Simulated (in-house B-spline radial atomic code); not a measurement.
**RPA and G0W0 on CAM-B3LYP: Pb III (Pb2+)**

Configuration [Xe] 4f14 5d10 6s2, mean-field start CAM-B3LYP. Computed with an all-electron radial atomic-structure program (B-spline basis): all electrons, scalar-relativistic (spin-free one-electron X2C), finite nucleus, each spin shell either full or empty, empty states to l = 9 with an (l + 1/2)⁻⁴ tail; G0W0 by contour deformation at full frequency.

Without the two-electron picture change, the correlation of inner shells comes somewhat too large for so heavy an element.

Command:
```bash
python run_gw.py task.json out
```
Settings (radii: box in bohr, nucleus in fm):
```
Z                        82
electrons                80
configuration            [Xe] 4f14 5d10 6s2
hamiltonian              x2c
method                   camb3lyp
lmax                     9
rms_radius               5.5012
spin_polarised           False
box_radius               17.55
intervals                68
ion_configuration        [Xe] 4f14 5d10 6s1
```

Time taken, with all properties: 30 s on 1 thread of Arm Neoverse N1, with other jobs on the host.

Energies (hartree):

```
                                     term         value
                         mean-field total  -20886.55404
Hartree-Fock functional on these orbitals  -20879.37458
                      direct second order       -8.1022
                    second-order exchange        2.0014
                         SOSEX correction        1.8834
```

**Question.** What is the RPA correlation energy, and what remains with SOSEX?

**Answer.** RPA gives -7.1246 hartree (-2.42 eV per electron); RPA + SOSEX gives -5.2413, and the second-order doubles -6.1008 hartree (no singles). RPA lacks exchange-type terms and so overcorrelates at short range.

Quasi-particle levels (eV):

```json
{"level": "6s", "occupied": "yes", "mean field": "-29.837", "Σx - vxc": "-0.43", "Σc": "?", "QP weight": "?", "G0W0": "?"}
{"level": "5d", "occupied": "yes", "mean field": "-41.51", "Σx - vxc": "-4.55", "Σc": "0.23", "QP weight": "0.933", "G0W0": "-45.84"}
{"level": "6p", "occupied": "no", "mean field": "-15.413", "Σx - vxc": "2.54", "Σc": "-1.14", "QP weight": "0.968", "G0W0": "-14.009"}
```

G0W0 = mean field + (Σx - vxc) + Σc, with Σc (partial-wave tail included) taken at the quasi-particle energy. Only the outer levels were computed. Levels of low weight are left out.

**Question.** Where does G0W0 put 6s?

**Answer.** At -32.36 eV, with Σc = -2.09 eV and a quasi-particle weight of 0.960. The tabulated removal energy is 31.937 eV (NIST, measured); the calculation leaves out spin-orbit coupling, Breit and QED terms, and what these don't explain is the method's own error.

**Question.** What does it cost to remove one electron (to [Xe] 4f14 5d10 6s1) by differences of total energies, each species on its own start (correlation terms add to the Hartree-Fock functional)?

**Answer.** CAM-B3LYP 31.98 eV, Hartree-Fock functional 29.780 eV, + RPA 32.10 eV, + RPA + SOSEX 31.58 eV, + second order 32.94 eV. Tabulated: 31.937 eV (NIST, measured); the calculation leaves out spin-orbit coupling, Breit and QED terms, and what these don't explain is the method's own error.
